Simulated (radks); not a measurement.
The tellurium ion Te+, configuration [Kr] 4d9 5s1 5p5 (not the ground configuration).

Method: Dirac Kohn-Sham, PBE, spin-unpolarised, spherical densities, point nucleus; open shells fill j = l - 1/2 first; computed with a radial shooting solver on a logarithmic mesh with Libxc functionals.

Energy parts (eV):
| part | energy |
|---|---|
| total | -184891.670 |
| kinetic | 195549.533 |
| electron-nucleus | -448288.894 |
| Hartree | 72617.407 |
| exchange-correlation | -4769.716 |

Orbitals (lengths in bohr, moments of r in powers of bohr):
orbital  occ.  eigenvalue (eV)      <r^4>
1s1/2       2        -31626.26  2.871e-06
2s1/2       2        -4865.197  0.0004915
2p1/2       2        -4559.357  0.0003149
2p3/2       4        -4284.881  0.0003752
3s1/2       2        -983.7305    0.02140
3p1/2       2        -858.0572    0.02052
3p3/2       4        -806.8740    0.02351
3d3/2       4        -585.3615    0.01943
3d5/2       6        -574.6560    0.02028
4s1/2       2        -182.2118     0.6291
4p1/2       2        -138.7946     0.7913
4p3/2       4        -128.9141     0.9073
4d3/2       4         -59.2563      1.838
4d5/2       5         -57.7177      1.929
5s1/2       1         -26.2837      27.68
5p1/2       2         -16.4237      54.87
5p3/2       3         -15.3290      64.04

The highest occupied level is 5p3/2 at -15.329 eV. Summed over all electrons, <r^2> = 52.66 bohr^2, which gives a Langevin (diamagnetic) susceptibility term of -41.7 x 10^-6 cm^3/mol.
